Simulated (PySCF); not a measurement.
Computed shifts of a molecule C2H5FSi2, HF/pcSseg-1 run with PySCF, GIAO, gas phase, equivalent atoms averaged, in ppm (number of nuclei): ¹³C: 115.9 (1), 84.1 (1). ²⁹Si: -15.2 (1), -92.4 (1). ¹⁹F: -174.2 (1). ¹H: 5.15 (1), 3.62 (3), 3.55 (1). References: ¹³C against TMS (σ = 192.6 ppm); ²⁹Si against TMS (σ = 393.8 ppm); ¹⁹F against CFCl3 (σ = 238.5 ppm); ¹H against TMS (σ = 31.99 ppm), references at their B3LYP-D3(BJ)/def2-TZVP geometries, non-relativistic. Coordinates come from a ωB97X-D3(BJ)/def2-SVP optimisation. Other conformers were not sampled.

Problem. Which structure fits?
A. F[Si@H]1C=C[SiH2]1
B. C#C[Si@@H](F)[SiH3]
C. C#C[SiH2][SiH2]F
D. FC1=C[SiH2][SiH2]1

Solution. B, C#C[Si@@H](F)[SiH3]
